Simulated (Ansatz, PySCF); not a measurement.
The pair A = H3NSe (SMILES N[SeH]) (first 5 atoms), B = H2O (SMILES O); geometry from B3LYP-D3(BJ)/def2-TZVP.
(charge 0, multiplicity 1):
```
atom    x (Å)    y (Å)    z (Å)
----  -------  -------  -------
N     -1.0729   0.4048   0.5021
Se     0.3916  -0.4501  -0.2918
H     -1.1449   1.3628   0.1817
H     -1.9332  -0.0862   0.2924
H     -0.0313  -0.3951  -1.7133
O     -0.2033   0.3688   3.3345
H     -0.5786   0.3941   2.4366
H     -0.3025  -0.5421   3.6269
```

Cores are frozen in the correlated methods. Filled d and f shells under p-block atoms count as core. Rows in 6-31G* carry no dispersion term and start afresh at each structure (6-31G* with six Cartesian d functions); the Pople sets are all-electron and without relativity.

Run with Ansatz (Gaussian orbitals); PySCF for 6-31G* rows. Values without a source in brackets are computed.

Total energies (hartree), monomers frozen at their geometry in the pair:

```json
[
 {"structure": "AB", "B3LYP/6-31G*": "-2534.2414980", "B3LYP/def2-TZVPPD": "-2534.6327557", "CCSD(T)/aug-cc-pVDZ": "-2532.6340269"},
 {"structure": "A in the pair's basis", "B3LYP/6-31G*": "-2457.8229423", "B3LYP/def2-TZVPPD": "-2458.1567138", "CCSD(T)/aug-cc-pVDZ": "-2456.3525826"},
 {"structure": "B in the pair's basis", "B3LYP/6-31G*": "-76.4107557", "B3LYP/def2-TZVPPD": "-76.4693368", "CCSD(T)/aug-cc-pVDZ": "-76.2744742"},
 {"structure": "A", "B3LYP/6-31G*": "-2457.8219791", "B3LYP/def2-TZVPPD": "-2458.1565559", "CCSD(T)/aug-cc-pVDZ": "-2456.3509478"},
 {"structure": "B", "B3LYP/6-31G*": "-76.4088100", "B3LYP/def2-TZVPPD": "-76.4693024", "CCSD(T)/aug-cc-pVDZ": "-76.2737800"}
]
```

Task: Work out the interaction energy without and with the counterpoise correction, and the superposition error, for each level.

Result: 
E(AB) − E(A) − E(B), times 627.509 kcal/mol, with the monomers in their own basis and then in the pair's basis:
- B3LYP/6-31G*: -6.72 uncorrected, -4.89 corrected; the monomers gain 1.83 kcal/mol from borrowed functions
- B3LYP/def2-TZVPPD: -4.33 uncorrected, -4.21 corrected; the monomers gain 0.12 kcal/mol from borrowed functions
- CCSD(T)/aug-cc-pVDZ: -5.84 uncorrected, -4.37 corrected; the monomers gain 1.46 kcal/mol from borrowed functions

Ansatz is an electronic-structure program.
